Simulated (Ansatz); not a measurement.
A nudged elastic band was laid between two geometries of H₄O₂SZn (8 atoms, charge 0, multiplicity 1).

Method: RKS B3LYP-D4/def2-SVP (Ansatz 0.2.0).

| Item | Value |
| --- | --- |
| movable images | 7 |
| climbing image | yes |
| spring | 5.0 eV/Å² |
| optimiser | quadratic models (default) |
| start path | through a guess of the saddle point |
| force threshold | 0.05 eV/Å |
| iteration limit | 60 |
| end points | relaxed |

First end point:

```xyz
8
Properties=species:S:1:pos:R:3
Zn -0.251 -0.439 -0.751
O 0.561 -1.469 0.501
O -1.179 0.172 -2.151
H 1.051 0.162 1.357
S 0.710 1.464 1.084
H 0.648 -2.416 0.344
H -1.128 1.134 -2.221
H -0.413 1.392 1.836
```

Last end point:

```xyz
8
Properties=species:S:1:pos:R:3
Zn -0.232 0.698 -0.136
O 0.374 -1.307 0.488
O -0.403 -0.312 -1.661
H 1.319 -1.504 0.555
S -0.160 2.397 1.249
H 0.113 -1.487 -0.453
H -1.015 -0.075 -2.365
H 0.005 1.590 2.324
```

**Question.** What changes between the two ends?

**Answer.** Bonds broken: H4–S5. Bonds formed: O2–H4.

**Question.** Give the energies along the band, and the barrier.

**Answer.** It converged. The highest image is number 1 of 0 to 8, 0.081 eV above the first end and 1.054 eV above the last; the last end lies 0.973 eV below the first. A vibrational analysis at the climbing image gives one clearly imaginary mode, 512i cm⁻¹: a first-order saddle point. The orbitals stay closed-shell, which can raise the energy where a bond breaks towards radicals; this wasn't checked here.

```csv
image,path coordinate (Å),energy (eV),H4–S5 (Å),O2–H4 (Å)
0,0.00,0.000,1.37,1.91
1,0.70,0.081,1.51,1.44
2,1.23,-0.490,2.01,1.04
3,1.76,-0.757,2.43,0.98
4,2.29,-0.795,2.78,0.97
5,2.82,-0.813,3.16,0.97
6,3.35,-0.858,3.54,0.97
7,3.88,-0.930,3.89,0.97
8,4.40,-0.973,4.23,0.97
```

**Question.** What is the geometry of the highest image?

**Answer.** 
```xyz
8
Properties=species:S:1:pos:R:3:forces:R:3
Zn -0.281 -0.182 -0.667 0.00 0.00 0.01
O 0.388 -1.375 0.632 0.01 0.01 -0.03
O -1.153 0.122 -2.203 -0.01 -0.01 -0.01
H 0.900 -0.165 1.218 0.00 0.00 0.00
S 0.797 1.336 1.130 0.00 0.00 0.00
H 0.889 -2.171 0.408 0.00 0.00 0.02
H -1.219 1.063 -2.412 0.01 0.00 0.01
H -0.321 1.372 1.893 0.00 0.00 0.00
```

**Question.** What are the harmonic wavenumbers there?

**Answer.** 512i, 113, 119, 193, 226, 254, 378, 430, 558, 572, 687, 769, 843, 1221, 1435, 2672, 3827, 3836 cm⁻¹.

The run took 4.3 min on 2 threads of Arm Neoverse V1, with other jobs on the host, peak memory 0.24 GiB.
